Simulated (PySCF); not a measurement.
C8H7NO, SMILES COc1ccc(C#N)cc1 (GFN2-xTB optimised geometry):

```
17

C     -2.367    -2.424     0.015
O     -0.961    -2.342     0.001
C     -0.375    -1.121     0.000
C     -1.058     0.094    -0.001
C     -0.354     1.282    -0.002
C      1.039     1.279    -0.001
C      1.751     2.497     0.001
N      2.329     3.488     0.003
C      1.726     0.061     0.000
C      1.025    -1.121     0.000
H     -2.599    -3.488     0.018
H     -2.806    -1.962    -0.876
H     -2.787    -1.960     0.912
H     -2.136     0.125    -0.002
H     -0.885     2.223    -0.003
H      2.806     0.056     0.001
H      1.534    -2.072     0.001
```

Method: PBE0/def2-SVP run with PySCF.

Problem. What are the frontier orbital energies and the dipole moment?

Solution. HOMO-2 -9.24 eV, HOMO-1 -8.04 eV, HOMO -6.93 eV, LUMO -1.09 eV, LUMO+1 -0.69 eV; dipole moment 5.70 D.

Meta-Löwdin charges at PBE0/def2-SVP: C1 -0.09, O2 -0.32, C3 0.23, C4 -0.17, C5 -0.07, C6 -0.05, C7 0.10, N8 -0.22, C9 -0.08, C10 -0.13, H11 0.13, H12 0.10, H13 0.10, H14 0.12, H15 0.13, H16 0.13, H17 0.13.
